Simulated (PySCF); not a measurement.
CH₂F₂O₂Si, SMILES O=C(O)[SiH](F)F.

The structure is a stationary point at B3LYP-D3(BJ)/def2-SVP. This is a generated structure with no PubChem entry under its InChIKey; it may be hypothetical. One conformer was computed; it need not be the lowest.

Calculation: SMD-B3LYP/def2-SVP run with PySCF.

Solvation free energies are E(SMD) − E(gas) at the gas-phase geometry, for 1 M in both phases. In vacuum the dipole moment is 2.79 D.

**Question.** Rank water, acetone, diethylether by solvation free energy, most negative first.

**Answer.** acetone (-5.5 kcal/mol), diethylether (-4.5 kcal/mol), water (-4.2 kcal/mol)
